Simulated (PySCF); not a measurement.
Al(Me)2(F) (C₂H₆AlF), SMILES [CH3][Al]([CH3])[F].

The structure is a stationary point at PBE0-D3(BJ)/def2-SVP. The isomer is the one that the SMILES or the coordinates give; other isomers of the formula were not compared.

All values below come from PySCF with TDDFT-PBE0/def2-SVPD.

Vertical excitations.  State labels are in the subgroup C2.

### Question
Estimate the UV-visible absorptions. (Estimate from the structure and the level; the computed values follow.)

### Answer

```csv
state,symmetry,energy (eV),λ (nm),f,main pairs
S1,A,6.10,203,0.000,HOMO→LUMO 100 %
S2,B,6.64,187,0.164,HOMO→LUMO+1 99 %
S3,B,8.06,154,0.056,HOMO−1→LUMO 96 %
S4,A,8.10,153,0.064,"HOMO→LUMO+2 49 %, HOMO−1→LUMO+1 49 %"
S5,B,8.10,153,0.015,HOMO→LUMO+3 96 %
S6,A,8.40,148,0.008,"HOMO→LUMO+2 49 %, HOMO−1→LUMO+1 49 %"
S7,B,8.88,140,0.042,HOMO→LUMO+4 88 %
S8,A,8.92,139,0.000,HOMO−2→LUMO 91 %
S9,A,9.10,136,0.004,HOMO→LUMO+5 95 %
S10,B,9.20,135,0.000,"HOMO−2→LUMO+1 73 %, HOMO→LUMO+6 17 %"
T1,A,5.75,216,0,HOMO→LUMO 99 %
T2,B,6.09,203,0,HOMO→LUMO+1 94 %
T3,B,7.21,172,0,HOMO−1→LUMO 95 %
T4,A,7.63,162,0,"HOMO−1→LUMO+1 67 %, HOMO→LUMO+2 27 %"
```
Triplets are in the Tamm–Dancoff approximation, which puts them higher than full response would, so one can lie above its singlet here.
